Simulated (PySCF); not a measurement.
Sn(OH)H3.
Bonds: Sn1–O2. Hydrogens: H4, H5, H6 on Sn1; H3 on O2.

Computed by this run: PBE0-D3(BJ)/def2-SVP geometry optimisation, gas phase, def2 core potentials past Kr (PySCF 2.14.0); density fitting, grid level 1; the optimiser is geomeTRIC in internal coordinates, started from a GFN2-xTB structure with every atom displaced at random (about 0.03 Å).

Geometry at step 2:
```
atom  x, y, z in Å
Sn1    -0.0311   -0.1398   -0.4937
O2     -0.0798   -0.1379    1.4965
H3      0.3109    0.6388    1.9114
H4      1.6012   -0.1134   -1.0212
H5     -0.8634    1.2411   -1.0909
H6     -0.8748   -1.5849   -0.8714
```

Q: What forces act on the atoms?

A: 
```csv
atom,Fx (eV/Å),Fy (eV/Å),Fz (eV/Å)
Sn1,-0.133,-0.008,0.031
O2,-0.015,-0.043,0.048
H3,0.010,0.010,-0.104
H4,0.007,-0.054,-0.009
H5,0.007,-0.001,0.017
H6,0.124,0.096,0.017
```

The largest, 0.16 eV/Å, acts on H6; the rms over all components is 0.059 eV/Å. The forces sum to zero within rounding, as they must for an isolated molecule in no field.

Q: Give the force on H6 in Eh/bohr and in nN.

A: 0.158 eV/Å ÷ 51.422 = 0.00307 Eh/bohr, and 0.158 eV/Å × 1.602 = 0.25 nN.

Q: How far is this geometry from the end of the optimisation?

A: 0.005 eV above it, and 0.025 Å rms away after alignment. The bonds farthest from their final lengths, with half the difference of the two atoms' forces along the bond (positive lengthens):

```tsv
bond	now (Å)	final (Å)	force along bond (eV/Å)
Sn1–H6	1.715	1.706	-0.11
Sn1–H5	1.719	1.717	-0.03
Sn1–H4	1.716	1.717	+0.07
```

The angle farthest from its final value is Sn1–O2–H3, 114.9° against 112.3°.

The cost below is that of the whole optimisation. The run took 8.8 s on an Arm Neoverse V1 with one thread, no GPU, on a shared host, and the process peaked at 0.26 GiB of memory.
